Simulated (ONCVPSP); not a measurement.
## u(r) = r·R(r): atom against pseudo-atom (O (Z = 8))

Columns: radius, all-electron u(r) and pseudo u(r) of the 2s shell (level -58.35 eV) of oxygen in the configuration [He] 2s2 2p2; PBE, scalar-relativistic, ONCV scheme, ONCVPSP 4.0.1.

```
r (bohr)  all-electron  pseudo
   0.055       -0.3861  0.0603
   0.110       -0.4616  0.1213
   0.165       -0.3707  0.1859
   0.220       -0.1994  0.2579
   0.275        0.0016  0.3389
   0.330        0.2035  0.4263
   0.385        0.3904  0.5166
   0.440        0.5544  0.6083
   0.495        0.6925  0.7025
   0.550        0.8040  0.7975
   0.605        0.8904  0.8848
   0.660        0.9532  0.9523
   0.715        0.9951  0.9951
   0.770        1.0189  1.0189
   0.825        1.0272  1.0272
   0.880        1.0227  1.0227
   0.935        1.0076  1.0076
   0.990        0.9842  0.9842
   1.045        0.9542  0.9542
   1.100        0.9192  0.9192
   1.155        0.8807  0.8807
   1.210        0.8397  0.8397
   1.265        0.7972  0.7973
   1.320        0.7541  0.7541
   1.375        0.7109  0.7110
   1.430        0.6683  0.6683
```

Problem. How many radial nodes do the two functions have?

Solution. The all-electron 2s function has n − l − 1 = 1; the pseudo-wave has 0, since the states of the same l below it are removed with the core.

Problem. At about which radius was the pseudo-wave matched?

Solution. 0.70 bohr, where the columns begin to agree (steps of 0.06 bohr).

Problem. Is the pseudo-wave norm-conserving?

Solution. Yes: the ONCV scheme keeps the norm inside the radius equal to the all-electron one, which fixes the energy derivative of the logarithmic derivative at the level.
